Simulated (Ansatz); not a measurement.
`C#[C][Sn]([Cl])([Cl])[C]#C` → `[Cl][Sn][Cl]` + `C#CC#C` at 298.15 K and 1 bar (stannylene formation by 1,1-elimination).

Calculated with Ansatz (gas phase, PBE0-D4/def2-TZVP geometries, no zero-point term in ΔE). CCSD(T)/CBS adds triple-zeta CCSD(T) − MP2 to the extrapolated MP2 energy (def2 sets, frozen cores). This one scheme is used for every species. def2 core potentials past Kr. For Sn outer-core shells are correlated without core-valence functions, which leaves a few kJ/mol of doubt a bond.

```json
{"species": "`C#[C][Sn]([Cl])([Cl])[C]#C`", "CCSD(T)/CBS energy (Eh)": "-1286.96119", "H − E (kJ/mol)": "133.0", "S (J/(mol·K))": "422.8"}
{"species": "`[Cl][Sn][Cl]`", "CCSD(T)/CBS energy (Eh)": "-1133.69328", "H − E (kJ/mol)": "18.5", "S (J/(mol·K))": "305.8"}
{"species": "`C#CC#C`", "CCSD(T)/CBS energy (Eh)": "-153.27209", "H − E (kJ/mol)": "112.9", "S (J/(mol·K))": "246.6"}
```

H − E and S are ideal-gas, rigid-rotor, harmonic terms from PBE0-D4/def2-TZVP. 1 Eh = 2625.50 kJ/mol, R = 8.31446 J/(mol·K).

**Question.** By hand: ΔE, ΔH, ΔS and ΔG.

**Answer.** ΔE = (-1133.69328) + (-153.27209) − (-1286.96119) = -0.00418 Eh = -11.0 kJ/mol. Δ(H − E) = 18.5 + 112.9 − 133.0 = -1.6, so ΔH = -12.6 kJ/mol. ΔS = 305.8 + 246.6 − 422.8 = 129.6 J/(mol·K). ΔG = -12.6 − 298.15 × (129.6)/1000 = -51.2 kJ/mol.

**Question.** By hand: the equilibrium constant, and the temperature at which ΔG would vanish if ΔH and ΔS stayed fixed.

**Answer.** log₁₀ K = −ΔG/(RT ln 10) = 9.0. ΔH and −TΔS have one sign here, so there is no such temperature.

The number of gas molecules changes by +1, which sets the sign of ΔS. A doubt of 5 kJ/mol in ΔE shifts log₁₀ K by 0.9 here. These are equilibria of isolated gas molecules and say nothing of rates. Largest T1 diagnostic: 0.014 (customary marks: 0.02 for closed shells, 0.045 for open ones).
